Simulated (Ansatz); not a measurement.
Molecule: sum formula AlO₃H₃, net charge 0, singlet state. SMILES: [OH][Al]([OH])[OH]
Structure (B3LYP-D3(BJ)/def2-TZVP (Ansatz, an electronic-structure program) minimum search):
```
Al
O 1 1.6928
H 2 0.9580 1 122.93
O 1 1.6928 2 120.00 3 180.00
H 4 0.9580 1 122.93 2 0.00
O 1 1.6928 2 120.00 3 0.00
H 6 0.9580 1 122.93 2 -180.00
```

Atomisation energy built up term by term with Ansatz (kcal/mol; UHF references for open shells; valence terms freeze the core; atomic spin-orbit terms are left out). Basis-set limits of correlation are two-point, X^-3; Hartree-Fock from the larger set (for Q and 5 zeta extrapolated as (X+1)exp(-9√X)).

```
term                                            basis  kcal/mol
-----------------------  ----------------------------  --------
Hartree-Fock             CBS(cc-pV(Q+d)Z,cc-pV(5+d)Z)    463.17
CCSD correlation         CBS(cc-pV(Q+d)Z,cc-pV(5+d)Z)    195.75
(T)                      CBS(cc-pV(Q+d)Z,cc-pV(5+d)Z)     13.02
core correlation                            cc-pwCVTZ      0.62
scalar relativity (X2C)    cc-pVTZ-DK against cc-pVTZ     -1.47
sum: De                                                   671.1
```

(T) makes 1.9 % of the CCSD(T) atomisation energy; under 5 % is typical of single-reference molecules.
